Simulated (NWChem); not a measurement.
System: MoSCl2F2; SMILES [Mo]([Cl])([Cl])([F])([F])=[S]

Input file for NWChem:

```
start job
memory heap 200 mb stack 900 mb global 1100 mb
geometry units angstroms noautoz
  Mo     0.000397     0.010626     0.229319
  S     -0.003638    -2.018159    -0.355294
  F      0.001595     1.793210     0.892804
  F      0.002003    -0.382334     2.010024
  Cl     1.879137     0.563360    -0.863250
  Cl    -1.878128     0.568271    -0.861797
end
basis spherical
  Mo library def2-svp
  S library def2-svp
  F library def2-svp
  Cl library def2-svp
end
ecp
  Mo library def2-ecp
end
dft
  xc b3lyp
  iterations 150
  mulliken
end
task dft gradient
```

Output (shortened):

```
             Northwest Computational Chemistry Package (NWChem) 7.3.0
             --------------------------------------------------------

 C1  symmetry detected

                             Geometry "geometry" -> ""
                             -------------------------

 Output coordinates in angstroms (scale by  1.889725989 to convert to a.u.)

  No.       Tag          Charge          X              Y              Z
 ---- ---------------- ---------- -------------- -------------- --------------
    1 Mo                  42.0000     0.02636966    -0.00037018     0.22118308
    2 S                   16.0000    -2.04037741     0.00201398    -0.21045112
    3 F                    9.0000     1.85348333    -0.00015442     0.74983711
    4 F                    9.0000    -0.23265179    -0.00276045     2.02624059
    5 Cl                  17.0000     0.49767925    -1.87835259    -0.91015914
    6 Cl                  17.0000     0.49944010     1.87891481    -0.90790971

 Effective nuclear repulsion energy (a.u.)    1015.2626021587

                                 NWChem DFT Module
                                 -----------------

 Summary of "ao basis" -> "ao basis" (spherical)
 ------------------------------------------------------------------------------
       Tag                 Description            Shells   Functions and Types
 ---------------- ------------------------------  ------  ---------------------
 Mo                         def2-svp                11       31   5s3p2d1f
 S                          def2-svp                 8       18   4s3p1d
 F                          def2-svp                 6       14   3s2p1d
 Cl                         def2-svp                 8       18   4s3p1d

            General Information
            -------------------
          SCF calculation type: DFT
          Wavefunction type:  closed shell.
          No. of atoms     :     6
          No. of electrons :    82
           Alpha electrons :    41
            Beta electrons :    41
          Charge           :     0
          Spin multiplicity:     1
          Use of symmetry is: off; symmetry adaption is: off
          Maximum number of iterations: 150
          AO basis - number of functions:   113
                     number of shells:    47
          Convergence on energy requested:  1.00D-06
          Convergence on density requested:  1.00D-05
          Convergence on gradient requested:  5.00D-04

              XC Information
              --------------
                         B3LYP Method XC Potential
                     Hartree-Fock (Exact) Exchange  0.200
                        Slater Exchange Functional  0.800 local
                    Becke 1988 Exchange Functional  0.720 non-local
              Lee-Yang-Parr Correlation Functional  0.810
                  VWN I RPA Correlation Functional  0.190 local

             Grid Information
             ----------------
          Grid used for XC integration:  medium
          Radial quadrature: Mura-Knowles
          Angular quadrature: Lebedev.
          Tag              B.-S. Rad. Rad. Pts. Rad. Cut. Ang. Pts.
          ---              ---------- --------- --------- ---------
          Mo                  1.45      123           8.0       590
          S                   1.00       88          10.0       590
          F                   0.50       49          10.0       434
          Cl                  1.00       88          10.0       590
          Grid pruning is: on
          Number of quadrature shells:   485
          Spatial weights used:  Erf1

      Superposition of Atomic Density Guess
      -------------------------------------

 Sum of atomic energies:       -1591.87136752

      Non-variational initial energy
      ------------------------------

 Total energy =   -1582.279014
 1-e energy   =   -3279.519611
 2-e energy   =    1162.132009
 HOMO         =      -0.340966
 LUMO         =      -0.069808

     ---------------------------------------------
      Total Density - Mulliken Population Analysis
     ---------------------------------------------

    Atom       Charge   Shell Charges
 -----------   ------   -------------------------------------------------------
    1 Mo  14    10.99  -0.38  1.54  0.87  0.32  0.04  5.95  0.38  0.14  1.59  0.49  0.06
    2 S   16    16.80   2.00  1.99  1.25  0.63  5.94  1.97  2.99  0.03
    3 F    9     9.73   1.99  1.16  0.81  3.58  2.19  0.00
    4 F    9     9.64   1.99  1.15  0.80  3.54  2.15  0.00
    5 Cl  17    17.42   2.00  1.99  1.23  0.70  5.94  2.18  3.36  0.01
    6 Cl  17    17.42   2.00  1.99  1.23  0.70  5.94  2.18  3.36  0.01

   convergence    iter        energy       DeltaE   RMS-Dens  Diis-err
 ---------------- ----- ----------------- --------- --------- ---------
 d= 0,ls=0.0,diis     1  -1585.4242424123 -2.12D+03  5.98D-02  4.97D+00
 d= 0,ls=0.5,diis     2  -1574.7718373336  1.07D+01  2.31D-02  6.15D+01
 d= 0,ls=0.5,diis     3  -1579.7798164841 -5.01D+00  1.06D-02  3.78D+01
 d= 0,ls=0.5,diis     4  -1582.2182523090 -2.44D+00  7.60D-03  2.61D+01
 d= 0,ls=0.5,diis     5  -1583.5723112570 -1.35D+00  7.49D-03  1.75D+01
 d= 0,ls=0.5,diis     6  -1584.7519780270 -1.18D+00  6.87D-03  9.72D+00
 d= 0,ls=0.5,diis     7  -1585.5170648363 -7.65D-01  5.79D-03  4.01D+00
 d= 0,ls=0.5,diis     8  -1585.9040829382 -3.87D-01  4.10D-03  1.22D+00
 d= 0,ls=0.5,diis     9  -1586.0485776197 -1.44D-01  2.95D-03  2.74D-01
 d= 0,ls=0.5,diis    10  -1586.1001085769 -5.15D-02  2.09D-03  4.53D-02
  Resetting Diis
 d= 0,ls=0.5,diis    11  -1586.1181362636 -1.80D-02  1.53D-03  1.37D-02
 d= 0,ls=0.5,diis    12  -1586.1267869065 -8.65D-03  1.18D-03  8.91D-03
 d= 0,ls=0.5,diis    13  -1586.1318258940 -5.04D-03  8.88D-04  5.57D-03
 d= 0,ls=0.5,diis    14  -1586.1349757887 -3.15D-03  9.40D-04  3.73D-03
 d= 0,ls=0.5,diis    15  -1586.1373212443 -2.35D-03  6.42D-04  2.91D-03
 d= 0,ls=0.5,diis    16  -1586.1386085721 -1.29D-03  4.90D-04  2.70D-03
 d= 0,ls=0.5,diis    17  -1586.1394951601 -8.87D-04  3.77D-04  1.57D-03
 d= 0,ls=0.5,diis    18  -1586.1400037241 -5.09D-04  2.90D-04  8.97D-04
 d= 0,ls=0.5,diis    19  -1586.1403107012 -3.07D-04  2.23D-04  4.43D-04
 d= 0,ls=0.5,diis    20  -1586.1404838944 -1.73D-04  1.69D-04  2.48D-04
 d= 0,ls=0.5,diis    21  -1586.1405823542 -9.85D-05  1.28D-04  1.39D-04
 d= 0,ls=0.5,diis    22  -1586.1406373361 -5.50D-05  9.60D-05  8.40D-05
 d= 0,ls=0.5,diis    23  -1586.1406689420 -3.16D-05  7.33D-05  4.87D-05
 d= 0,ls=0.5,diis    24  -1586.1406874823 -1.85D-05  5.64D-05  2.56D-05
 d= 0,ls=0.5,diis    25  -1586.1406981698 -1.07D-05  4.16D-05  1.31D-05
 d= 0,ls=0.5,diis    26  -1586.1407039347 -5.76D-06  3.14D-05  7.64D-06
 d= 0,ls=0.5,diis    27  -1586.1407071943 -3.26D-06  2.39D-05  4.80D-06
 d= 0,ls=0.5,diis    28  -1586.1407091154 -1.92D-06  1.82D-05  2.83D-06
 d= 0,ls=0.5,diis    29  -1586.1407102399 -1.12D-06  1.37D-05  1.55D-06
 d= 0,ls=0.5,diis    30  -1586.1407108783 -6.38D-07  1.04D-05  8.21D-07
 d= 0,ls=0.5,diis    31  -1586.1407112382 -3.60D-07  7.83D-06  4.55D-07

         Total DFT energy =    -1586.140711442913
      One electron energy =    -3281.376619360283
           Coulomb energy =     1271.075459303576
    Exchange-Corr. energy =     -110.948139374081
 Nuclear repulsion energy =      535.108587987874

 Numeric. integr. density =       82.000003078675

                       DFT Final Molecular Orbital Analysis
                       ------------------------------------

 Vector   39  Occ=2.000000D+00  E=-3.426328D-01
              MO Center= -9.5D-01,  2.6D-03,  4.9D-02, r^2= 4.3D+00
   Bfn.  Coefficient  Atom+Function         Bfn.  Coefficient  Atom+Function
  ----- ------------  ---------------      ----- ------------  ---------------
    42      0.389935  2 S  px                39      0.354504  2 S  px
    53     -0.274868  3 F  px                 6      0.220030  1 Mo px
    44      0.209025  2 S  pz                19      0.207101  1 Mo d  2
    36      0.197143  2 S  px                56      0.195690  3 F  px
    55     -0.177873  3 F  pz                41      0.176188  2 S  pz

 Vector   40  Occ=2.000000D+00  E=-3.194778D-01
              MO Center= -9.2D-01, -1.4D-02, -1.9D-01, r^2= 4.1D+00
   Bfn.  Coefficient  Atom+Function         Bfn.  Coefficient  Atom+Function
  ----- ------------  ---------------      ----- ------------  ---------------
    44      0.415046  2 S  pz                41      0.329213  2 S  pz
    18      0.283458  1 Mo d  1              88     -0.230862  5 Cl px
   106     -0.222431  6 Cl px                38      0.183987  2 S  pz
    67     -0.175288  4 F  px                85     -0.172581  5 Cl px
   103     -0.166452  6 Cl px                42     -0.160380  2 S  px

 Vector   41  Occ=2.000000D+00  E=-3.168057D-01
              MO Center= -6.2D-01,  1.8D-02, -4.7D-01, r^2= 4.5D+00
   Bfn.  Coefficient  Atom+Function         Bfn.  Coefficient  Atom+Function
  ----- ------------  ---------------      ----- ------------  ---------------
    43      0.397250  2 S  py               106      0.337337  6 Cl px
    88     -0.330791  5 Cl px                40      0.321107  2 S  py
    15     -0.288740  1 Mo d -2             103      0.245536  6 Cl px
    85     -0.240650  5 Cl px                37      0.179133  2 S  py
   100      0.140814  6 Cl px                82     -0.138016  5 Cl px

 Vector   42  Occ=0.000000D+00  E=-1.715929D-01
              MO Center= -4.3D-01, -2.2D-04,  9.0D-02, r^2= 2.9D+00
   Bfn.  Coefficient  Atom+Function         Bfn.  Coefficient  Atom+Function
  ----- ------------  ---------------      ----- ------------  ---------------
    15      0.660357  1 Mo d -2              16      0.428942  1 Mo d -1
    43      0.428474  2 S  py                40      0.250343  2 S  py
    54      0.198446  3 F  py                57     -0.160787  3 F  py
    37      0.142392  2 S  py                88      0.129973  5 Cl px
   106     -0.130008  6 Cl px                20      0.113595  1 Mo d -2

 Vector   43  Occ=0.000000D+00  E=-1.680497D-01
              MO Center= -1.6D-01, -7.8D-05,  4.9D-02, r^2= 2.8D+00
   Bfn.  Coefficient  Atom+Function         Bfn.  Coefficient  Atom+Function
  ----- ------------  ---------------      ----- ------------  ---------------
    18      0.662867  1 Mo d  1              19      0.446116  1 Mo d  2
    44     -0.325539  2 S  pz                41     -0.189110  2 S  pz
    90      0.164914  5 Cl pz               108      0.165229  6 Cl pz
    55     -0.158512  3 F  pz                88     -0.138883  5 Cl px
   106     -0.138401  6 Cl px                58      0.129170  3 F  pz

 Vector   44  Occ=0.000000D+00  E=-1.496507D-01
              MO Center= -2.5D-01,  1.5D-03,  3.4D-02, r^2= 2.9D+00
   Bfn.  Coefficient  Atom+Function         Bfn.  Coefficient  Atom+Function
  ----- ------------  ---------------      ----- ------------  ---------------
    17      0.666569  1 Mo d  0              18     -0.309454  1 Mo d  1
    44      0.300334  2 S  pz                19      0.287123  1 Mo d  2
   108      0.245588  6 Cl pz                90      0.242741  5 Cl pz
    11     -0.203185  1 Mo pz                41      0.179433  2 S  pz
    69     -0.175511  4 F  pz                22      0.166860  1 Mo d  0

     ---------------------------------------------
      Total Density - Mulliken Population Analysis
     ---------------------------------------------

    Atom       Charge   Shell Charges
 -----------   ------   -------------------------------------------------------
    1 Mo  14    13.35  -0.40  1.64  0.80  0.34 -0.03  6.02  0.58  0.19  3.41  0.71  0.08
    2 S   16    15.93   2.00  1.98  1.33  0.55  5.92  1.80  2.31  0.04
    3 F    9     9.32   1.99  1.13  0.82  3.32  2.05  0.00
    4 F    9     9.27   1.99  1.14  0.81  3.32  2.00  0.01
    5 Cl  17    17.06   2.00  1.98  1.30  0.64  5.93  2.15  3.03  0.02
    6 Cl  17    17.06   2.00  1.98  1.30  0.64  5.93  2.15  3.03  0.02

     -------------------------------------------
      Total Density - Lowdin Population Analysis
     -------------------------------------------

    Atom       Charge   Shell Charges
 -----------   ------   -------------------------------------------------------
    1 Mo  14    14.66   0.00  0.98  0.94  0.36  0.16  5.68  1.08  0.50  3.11  1.72  0.13
    2 S   16    15.60   2.00  1.96  1.00  0.64  5.81  1.89  2.26  0.05
    3 F    9     9.18   1.98  1.03  0.76  3.21  2.19  0.01
    4 F    9     9.09   1.98  1.03  0.75  3.21  2.12  0.01
    5 Cl  17    16.74   2.00  1.96  1.03  0.72  5.82  2.26  2.93  0.02
    6 Cl  17    16.74   2.00  1.96  1.03  0.72  5.82  2.26  2.93  0.02

     Multipole analysis of the density
     ---------------------------------

     L   x y z        total         alpha         beta         nuclear
     -   - - -        -----         -----         ----         -------
     0   0 0 0     -0.000000    -41.000000    -41.000000     82.000000

     1   1 0 0     -0.709507      0.342887      0.342887     -1.395280
     1   0 1 0     -0.000982     -0.010285     -0.010285      0.019587
     1   0 0 1     -0.485754      5.608779      5.608779    -11.703311

     2   2 0 0    -54.702704   -217.469185   -217.469185    380.235666
     2   1 1 0     -0.000318      0.002841      0.002841     -0.006000
     2   1 0 1     -1.237260     -0.276940     -0.276940     -0.683379
     2   0 2 0    -50.163987   -239.337164   -239.337164    428.510342
     2   0 1 1      0.007018     -0.003350     -0.003350      0.013717
     2   0 0 2    -53.249337   -154.290980   -154.290980    255.332622

            General Information
            -------------------
          SCF calculation type: DFT
          Wavefunction type:  closed shell.
          No. of atoms     :     6
          No. of electrons :    82
           Alpha electrons :    41
            Beta electrons :    41
          Charge           :     0
          Spin multiplicity:     1
          Use of symmetry is: off; symmetry adaption is: off
          Maximum number of iterations: 150
          AO basis - number of functions:   113
                     number of shells:    47
          Convergence on energy requested:  1.00D-06
          Convergence on density requested:  1.00D-05
          Convergence on gradient requested:  5.00D-04

              XC Information
              --------------
                         B3LYP Method XC Potential
                     Hartree-Fock (Exact) Exchange  0.200
                        Slater Exchange Functional  0.800 local
                    Becke 1988 Exchange Functional  0.720 non-local
              Lee-Yang-Parr Correlation Functional  0.810
                  VWN I RPA Correlation Functional  0.190 local

[...]

                         DFT ENERGY GRADIENTS

    atom               coordinates                        gradient
                 x          y          z           x          y          z
   1 Mo      0.049831  -0.000700   0.417975   -0.001988  -0.000003   0.002055
   2 S      -3.855754   0.003806  -0.397695    0.011754  -0.000012   0.001832
   3 F       3.502576  -0.000292   1.416987   -0.007210   0.000002  -0.002425
   4 F      -0.439648  -0.005216   3.829039    0.001312   0.000013  -0.009225
   5 Cl      0.940477  -3.549572  -1.719951   -0.001932   0.006789   0.003886
   6 Cl      0.943805   3.550634  -1.715701   -0.001936  -0.006788   0.003877
```

Level: B3LYP/def2-SVP with def2 effective core potentials on Mo. The geometry was optimised at PBE0/def2-SVP. Not confirmed as a minimum by frequencies. def2 effective core potentials on Mo; no spin-orbit coupling.
